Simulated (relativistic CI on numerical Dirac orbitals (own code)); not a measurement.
## Slater and spin-orbit integrals, Pr XXVII

These numbers are calculated, not measured: Dirac-Coulomb-Breit CI, KLI orbitals optimised for each configuration, a model potential for QED, unscaled Slater integrals (own radial code, finite nucleus).

Slater integrals F^k, G^k are unscaled and averaged over j, outside the closed core [Ar] 3d10; ζ comes from projecting the Hamiltonian with its Breit term on Σ l·s of the shell.

- 4s²4p³: F^2(4p,4p) = 178630, ζ(4p) = 148230 cm⁻¹; <r>(4p) = 0.5766, <r^2>(4p) = 0.3754 (bohr units).
- 4s4p⁴: F^2(4p,4p) = 178590, G^1(4s,4p) = 233990, ζ(4p) = 148080 cm⁻¹; <r>(4s) = 0.5619, <r^2>(4s) = 0.3544, <r>(4p) = 0.5767, <r^2>(4p) = 0.3756 (bohr units).
- 4s²4p²4d: F^2(4p,4p) = 178580, ζ(4p) = 148550, F^2(4p,4d) = 174370, G^1(4p,4d) = 217990, G^3(4p,4d) = 139410, ζ(4d) = 17837 cm⁻¹; <r>(4p) = 0.5767, <r^2>(4p) = 0.3756, <r>(4d) = 0.585, <r^2>(4d) = 0.3906 (bohr units).

Averages of the first 10 configurations, taken without configuration mixing, which lowers the lowest level and can move excited configurations by several eV; other configurations of the list can lie among them:

```
Configuration  Parity  States  Average energy above the lowest level (eV)
       4s²4p³     odd      20                                        31.1
        4s4p⁴    even      30                                       116.9
     4s²4p²4d    even     150                                       149.6
          4p⁵     odd       6                                       210.6
      4s4p³4d     odd     400                                       231.9
     4s²4p²4f     odd     210                                       270.3
      4s4p³4f    even     560                                       352.9
        4p⁴4d    even     150                                       322.1
     4s4p²4d²    even    1350                                       349.2
    4s²4p4d4f    even     840                                       389.3
```
